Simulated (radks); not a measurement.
In4+, configuration [Kr] 4d7 5d2 (not the ground configuration). All-electron calculation, Dirac Kohn-Sham, LDA (Slater exchange, Perdew-Zunger correlation), spin-unpolarised, spherical densities, finite nucleus; open shells fill j = l - 1/2 first; Fermi nuclear charge, rms radius 4.6156 fm. Program: a radial shooting solver on a logarithmic mesh with Libxc functionals.

X-ray form factor f0, the Fourier transform of the density (f0(0) = 45):

sin(theta)/lambda (1/angstrom),f0 (electrons)
0.05,44.355
0.1,42.679
0.15,40.499
0.2,38.206
0.25,35.933
0.3,33.691
0.4,29.381
0.5,25.643
0.6,22.700
0.8,18.732
1,15.996
1.25,13.058
1.5,10.503
2,7.122
